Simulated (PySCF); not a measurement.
**Working out the ionisation energy of Al(2+)**

Al(2+) [Ne] 3s1 (2S) → Al(3+) [Ne] (1S). Computed with PySCF 2.14 in x2c-TZVPPall (5s5p3d1f, 42 functions), with the spin-free X2C one-electron Hamiltonian (Gaussian nucleus). Frozen: 1s2. Energies in hartree (1 hartree = 27.21139 eV):

```json
{"part": "UHF", "Al(2+) (lower)": "-241.459468", "Al(3+) (upper)": "-240.427924"}
{"part": "CCSD correlation", "Al(2+) (lower)": "-0.148105", "Al(3+) (upper)": "-0.138639"}
{"part": "(T)", "Al(2+) (lower)": "-0.001115", "Al(3+) (upper)": "-0.000936"}
```

What does Hartree-Fock give?

(-240.427924) − (-241.459468) = 1.031544 hartree = 28.070 eV.

What do CCSD and CCSD(T) give?

The CCSD correlation energies differ by 0.009466 hartree = 0.258 eV and the triples by 0.000179 hartree = 0.005 eV, so CCSD gives 28.328 eV and CCSD(T) 28.333 eV.

Measured between the centres of the two terms (NIST): 28.448 eV, so CCSD(T) (valence and next inner shell) is off by -0.115 eV.

What remains against the reference includes basis incompleteness, the frozen core and higher excitations.
